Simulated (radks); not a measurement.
Initial-state core-level shifts of the lutetium ion Lu3+ when its valence configuration changes from [Xe] 4f14. All-electron calculation, scalar-relativistic Kohn-Sham, SCAN, spin-polarised, spherical densities, finite nucleus; open shells are filled with parallel spins first (spin-orbit coupling, left out, can overturn this in heavy ions); meta-GGA in the generalised Kohn-Sham scheme; Fermi nuclear charge, rms radius 5.37 fm. Program: a radial shooting solver on a logarithmic mesh with Libxc functionals. Shifts are changes of the shell-averaged eigenvalues in eV (positive: less bound); the change of the density at the nucleus, which sets a Mossbauer isomer shift, is in e/bohr^3, on a base of 1.176e+06.

\begin{tabular}{lrrrrr}
valence & 1s & 3p & 4s & 4d & density at nucleus \\ \hline
4f13.5 6p0.5 & -6.293 & -7.039 & -6.841 & -6.612 & +27.0 \\
4f12.5 6p1.5 & -19.647 & -22.105 & -21.309 & -20.520 & +88.5 \\
4f12 5d2 & -16.961 & -20.306 & -19.142 & -18.001 & +103.0 \\
4f12 6p2 & -26.712 & -30.133 & -28.925 & -27.806 & +123.1 \\
4f13 5d1 & -8.156 & -9.698 & -9.234 & -8.721 & +48.9 \\
4f11.5 5d1 6p1.5 & -29.043 & -33.459 & -31.796 & -30.311 & +148.8 \\
\end{tabular}
